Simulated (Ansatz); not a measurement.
System: C₂HO, charge 0, multiplicity 2. SMILES: C1O[C]=1
Geometry from a B3LYP-D3(BJ)/def2-TZVP (Ansatz, a quantum-chemistry and plane-wave program) optimisation:
```
C
O 1 1.3070
C 1 1.3471 2 78.48
H 1 1.0804 2 129.45 3 -180.00
```
Charge 0, spin multiplicity 2.

Wanted: atomisation energy, in kcal/mol. Conventions: atomisation electronic, to ground-state atoms; valence correlation only; open shells spin-unrestricted; no spin-orbit coupling; no dispersion term unless named; non-relativistic. CBS(X,Y): correlation extrapolated as X^-3; Hartree-Fock from the larger set. Ab initio and DFT rows: single points at B3LYP-D3(BJ) geometries (Ansatz). A UHF reference is markedly spin-contaminated in at least one set, which strains HF and MP2.

```tsv
species	coefficient	E at HF/STO-3G (Ansatz), Eh	E at PBE/def2-TZVPD (Ansatz), Eh
[C]1=CO1	-1	-149.03010	-151.73296
C atom	+2	-37.19839	-37.79605
H atom	+1	-0.46658	-0.49962
O atom	+1	-73.80415	-75.01069
```

Coupled cluster (Ansatz) is a level with limits of its own, used here on species with T1 under 0.025 (0.045 for open shells) and stable references: CCSD(T)/CBS(cc-pVTZ,cc-pVQZ). Value to compare with, CCSD(T)/CBS(cc-pVTZ,cc-pVQZ) (Ansatz): 365.1 kcal/mol. 1 Eh = 627.5095 kcal/mol.

Question: Work the quantity out at each level, and compare with CCSD(T)/CBS(cc-pVTZ,cc-pVQZ) (Ansatz).

Answer: 
- HF/STO-3G: the sum of coefficient times E is 0.36259 Eh, or 227.53 kcal/mol. Result: 227.5 kcal/mol. Its difference against CCSD(T)/CBS(cc-pVTZ,cc-pVQZ) (Ansatz) is -137.6 kcal/mol.
- PBE/def2-TZVPD: the sum of coefficient times E is 0.63055 Eh, or 395.68 kcal/mol. Result: 395.7 kcal/mol. Its difference against CCSD(T)/CBS(cc-pVTZ,cc-pVQZ) (Ansatz) is 30.6 kcal/mol.
